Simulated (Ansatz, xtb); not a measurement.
**Two isomers of C4H11AlSi**

Structure a is `[CH2]1C[SiH2]C[CH2][AlH]1`, a singlet and structure b is `[CH3][Al]1[CH2]C[SiH2][CH2]1`, a singlet. Both are isolated molecules in the gas phase, relaxed with PBE-D3(BJ)/def2-SVP; the shapes shown needn't be the lowest conformers.

a (Å):

```xyz
17

C    -0.7070   -1.1464   -0.2448
C    -2.0469   -0.3698   -0.3116
C    -0.7150    1.5735    1.7755
C     0.3358    1.8310    0.6654
Al    0.8138    0.1255   -0.2258
Si   -2.3559    0.8123    1.1579
H    -0.6228   -1.8801   -1.0771
H    -0.6662   -1.7679    0.6817
H    -2.9237   -1.0529   -0.3833
H    -2.0940    0.2494   -1.2358
H    -3.0100    0.0722    2.2999
H    -3.3069    1.8991    0.7172
H    -0.3090    0.8776    2.5441
H    -0.9658    2.5015    2.3379
H     1.2317    2.3525    1.0698
H    -0.0747    2.5320   -0.1003
H     2.2587   -0.1878   -0.8563
```

b (Å):

| atom | x (Å) | y (Å) | z (Å) |
| --- | --- | --- | --- |
| C | 2.0528 | 0.3510 | 2.1472 |
| C | 0.1392 | 1.7119 | -0.5477 |
| C | -1.2165 | 1.2861 | -1.1719 |
| C | -0.5589 | -1.2053 | 0.3319 |
| Al | 0.6540 | 0.3051 | 0.7640 |
| Si | -1.2670 | -0.6227 | -1.3239 |
| H | 2.7055 | 1.2452 | 2.0779 |
| H | 2.6986 | -0.5518 | 2.1025 |
| H | 1.5948 | 0.3528 | 3.1609 |
| H | 0.1272 | 2.7562 | -0.1669 |
| H | 0.9339 | 1.7049 | -1.3331 |
| H | -2.0557 | 1.5723 | -0.4978 |
| H | -1.4281 | 1.7825 | -2.1442 |
| H | -2.6535 | -1.1243 | -1.6515 |
| H | -0.3423 | -1.0553 | -2.4395 |
| H | -0.1059 | -2.2172 | 0.3138 |
| H | -1.3762 | -1.2320 | 1.0903 |

Quicker runs give these differences E(b) − E(a): GFN2-xTB +6.2 kcal/mol; HF/STO-3G −12.3 kcal/mol (at GFN2-xTB geometries); r2SCAN-D4/def2-SVP −16.3 kcal/mol (at GFN2-xTB geometries).

Question: Which of the two would you expect CCSD(T)/def2-SVP + ΔMP2/def2-TZVPP electronic energies to favour?

Answer: Structure b; the calculation gives E(b) − E(a) = −16.3 kcal/mol.

The same difference at several levels:

```
                             level             geometry  E(b) − E(a) (kcal/mol)  departure from the last row (kcal/mol)  job, with rough time for the two
                          GFN2-xTB             GFN2-xTB                      +6.2                                   +22.6              optimisation, 0.35 s
                         HF/STO-3G             GFN2-xTB                     −12.3                                    +4.0              single point, 0.42 s
                r2SCAN-D4/def2-SVP             GFN2-xTB                     −16.3                                    +0.1               single point, 4.6 s
               PBE-D3(BJ)/def2-SVP  PBE-D3(BJ)/def2-SVP                     −14.4                                    +1.9                optimisation, 62 s
                       HF/def2-SVP  PBE-D3(BJ)/def2-SVP                     −13.7                                    +2.6           part of the CCSD(T) run
                      MP2/def2-SVP  PBE-D3(BJ)/def2-SVP                     −13.9                                    +2.4           part of the CCSD(T) run
                  CCSD(T)/def2-SVP  PBE-D3(BJ)/def2-SVP                     −13.0                                    +3.4                      single point
CCSD(T)/def2-SVP + ΔMP2/def2-TZVPP  PBE-D3(BJ)/def2-SVP                     −16.3                                                        single point, 53 s
```

As drawn, b has 1 C–Al, 1 C–H in place of 1 C–C, 1 Al–H. Structure a has a 6-membered ring, b a 5-membered ring.

GFN2-xTB puts the two in the other order. The largest departure from CCSD(T)/def2-SVP + ΔMP2/def2-TZVPP is that of GFN2-xTB, 22.6 kcal/mol. The last row adds to CCSD(T) the change of the MP2 difference between the two basis sets, here −3.4 kcal/mol, a large step that makes the value less sure.

With thermal terms from frequencies at re-optimised GFN2-xTB minima (ideal gas, soft modes damped towards free rotors, one conformer each, 298.15 K, 1 atm): on the last row, ΔE + ΔZPE = −16.4, ΔH = −15.8, ΔG = −17.9 kcal/mol.

The correlated steps freeze 14 core orbitals. Codes used: Ansatz 0.2.0, xtb 6.7.1; the last row on 4 threads of Arm Neoverse V1 on a shared host.
